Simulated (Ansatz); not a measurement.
C2H11NSSi2 (SMILES CN(C)[SiH2]S[SiH3]), singlet, geometry from GFN2-xTB; MP2/def2-TZVP (Ansatz, a first-principles code).

Ansatz was given this input:
Ansatz 0.2 input:
```yaml
crystal:
  periodic: [false, false, false]
  atoms:
    - {symbol: Si, position_ang: [2.90866686, -0.02452462, -0.14175097]}
    - {symbol: S, position_ang: [0.97855680, 0.81886011, -0.47858307]}
    - {symbol: Si, position_ang: [-0.29358813, -0.64341779, 0.44795049]}
    - {symbol: N, position_ang: [-1.89085089, -0.20746961, 0.03967265]}
    - {symbol: C, position_ang: [-2.97213255, -1.08165095, 0.41281191]}
    - {symbol: C, position_ang: [-2.33223893, 1.13826968, -0.24184488]}
    - {symbol: H, position_ang: [2.96009517, -1.34519039, -0.75630616]}
    - {symbol: H, position_ang: [3.12976765, -0.13288664, 1.29524704]}
    - {symbol: H, position_ang: [3.80328636, 0.92686424, -0.77512114]}
    - {symbol: H, position_ang: [-0.02614879, -1.95783863, -0.13243581]}
    - {symbol: H, position_ang: [0.05262724, -0.65036791, 1.87659854]}
    - {symbol: H, position_ang: [-2.59980002, -2.09417092, 0.53938651]}
    - {symbol: H, position_ang: [-3.73752878, -1.08067620, -0.36737885]}
    - {symbol: H, position_ang: [-3.43999856, -0.76454413, 1.35187347]}
    - {symbol: H, position_ang: [-1.48084490, 1.74613640, -0.53395322]}
    - {symbol: H, position_ang: [-2.81285709, 1.59253281, 0.63156947]}
    - {symbol: H, position_ang: [-3.05442406, 1.12214843, -1.06245453]}
basis:
  gaussian:
    orbitals: def2-TZVP
magnetization: {spin_polarized: false}
correlation: {method: mp2}
```

What the program printed (banner, timings and long lists left out):

```
Functional definition: HF
1802 factors; integrals over basis functions are off by at most 1.2e-3 eV
mean field evaluation 1: about -30258.0436 eV, gradient 3.7e1 eV
mean field evaluation 2: about -30258.3889 eV, gradient 3.7e1 eV
mean field evaluation 4: about -30262.4973 eV, gradient 5.5e0 eV
mean field evaluation 8: about -30262.5933 eV, gradient 2.9e-1 eV
mean field -30262.59373818 eV, -1112.1298071555 hartree, gradient 2.6e-6 eV, S^2 0.000000; 0 other end points of the search recorded, 0 dependent functions left out
18 core orbitals not correlated
reference -30262.59373818 eV, -1112.1298071555 hartree; 19, 19 occupied and 233, 233 virtual orbitals, 1802 factors
second order -26.02428622 eV of doubles, -0.00000000 eV of singles
Total energy: -30288.61802441 eV, -1113.0861820342 hartree
```
